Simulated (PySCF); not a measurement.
The vertical singlet excitations below were computed for one of the candidates. Method used: TDDFT PBE0/def2-SVPD, vertical, gas phase, core orbitals frozen in the response in PySCF 2.14.0, density-fitted response routines. Geometries: GFN2-xTB, one conformer each.

```
state  E (eV)  λ (nm)       f
   S1    6.84   181.1  0.0004
   S2    7.27   170.6   0.029
   S3    7.80   159.0  0.0004
   S4    7.96   155.8  0.0019
   S5    8.28   149.8  0.0043
   S6    8.36   148.3  0.0006
```

Orbital energies (eV): HOMO-3 -10.15, HOMO-2 -9.26, HOMO-1 -9.15, HOMO -7.87, LUMO 0.46, LUMO+1 0.52, LUMO+2 1.17.

Task: Which structure fits? All have the formula C5H6F2O2.
A. `C1(=O)[C@H](C(F)F)OCC1`
B. `FC(F)O[C@H]1C=COC1`
C. `FC1(F)OCC12COC2`

Result: C. Its S1, at 6.84 eV, is the highest among the candidates; the nearest of the others has S1 at 6.26 eV. S1 is HOMO→LUMO (66%), HOMO→LUMO+1 (29%). Löwdin shares by element: HOMO oxygen 58% or more, carbon 19% or more, hydrogen 5% or more (atoms not listed hold the other 18%); LUMO carbon 39% or more, oxygen 11% or more (atoms not listed hold the other 50%). At the same level the other candidates give, for their lowest levels:
- `O=C1CCO[C@H]1C(F)F`: 4.21 eV (f 0.001); 5.87 eV (f 0.009); 7.05 eV (f 0.004); 7.61 eV (f 0.018); 7.63 eV (f 0.016); T1 3.64 eV; HOMO -7.60, LUMO -1.24 eV
- `FC(F)O[C@H]1C=COC1`: 6.26 eV (f 0.150); 6.40 eV (f 0.043); 7.19 eV (f 0.002); 7.25 eV (f 0.008); 7.40 eV (f 0.002); T1 4.11 eV; HOMO -6.87, LUMO 0.15 eV
Triplets come from the Tamm–Dancoff approximation.
